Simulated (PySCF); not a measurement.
C3H6BFO2, SMILES [C@@H]1([C@H](C1)F)B(O)O.

Coordinates come from a B3LYP-D3(BJ)/def2-SVP optimisation. The structure was generated by enumeration; whether it is a known compound was not checked. One conformer was computed; it need not be the lowest.

Calculation: PySCF with TDA-PBE/def2-SVPD.

Vertical excitations. The molecule is in vacuum.

```csv
state,energy (eV),λ (nm),f,main pairs
S1,6.18,201,0.005,HOMO→LUMO 99 %
S2,6.58,188,0.009,HOMO−1→LUMO 99 %
S3,6.81,182,0.020,HOMO→LUMO+1 85 %
S4,7.07,175,0.005,"HOMO→LUMO+2 78 %, HOMO−1→LUMO+1 16 %"
S5,7.14,174,0.001,HOMO−2→LUMO 98 %
S6,7.18,173,0.030,"HOMO−1→LUMO+1 61 %, HOMO→LUMO+3 25 %"
S7,7.26,171,0.040,"HOMO→LUMO+3 65 %, HOMO−1→LUMO+1 11 %"
S8,7.45,166,0.002,HOMO−1→LUMO+2 99 %
S9,7.55,164,0.023,HOMO−3→LUMO 95 %
S10,7.72,161,0.063,HOMO−1→LUMO+3 84 %
T1,6.11,203,0,HOMO→LUMO 99 %
T2,6.42,193,0,HOMO→LUMO+1 96 %
T3,6.50,191,0,HOMO−1→LUMO 99 %
T4,6.86,181,0,HOMO−1→LUMO+1 97 %
```
Triplets are in the Tamm–Dancoff approximation.
